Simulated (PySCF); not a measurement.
NSi, SMILES [Si]#N, multiplicity 2. Geometry: PBE0-D3(BJ)/def2-TZVPD.

These are PBE0-D3(BJ)/def2-TZVPD in PySCF values and carry that method's errors.

Harmonic wavenumbers (cm⁻¹): 1197. Rotational constants (GHz): 22.11 (linear); symmetry number 1.

Work out the zero-point energy and the ideal-gas rigid-rotor harmonic-oscillator thermochemistry at 298.15 K and 1 atm.

ZPE = ½ Σ hcν = ½ × 1197 cm⁻¹ = 7.16 kJ/mol. H − E(el) = 15.88 kJ/mol. Entropy in J/(mol K): translation 155.39, rotation 55.19, vibration 0.17, spin 5.76, total 216.52. G − E(el) = -48.67 kJ/mol. Cp = 29.97 J/(mol K).
